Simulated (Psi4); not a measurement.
Here is a job for Psi4.
```
memory 2 GB

molecule {
0 2
O     0.93516458   -0.41718063   -0.00427454
Si   -0.41130666    0.26471841    0.00831062
H    -1.72302340   -0.36861259   -0.08215239
}

set {
  basis def2-svp
  reference uks
}

energy('cam-b3lyp')
print_variables()
```

Q: What does this run give for the dipole moment, <S^2>, number of basis functions?

A: 
```json
{
  "dipole_moment": "3.09 D",
  "<S^2>": "0.756",
  "number_of_basis_functions": "37"
}
```

These values belong to the state on which the SCF converged, which isn't shown to be the lowest.
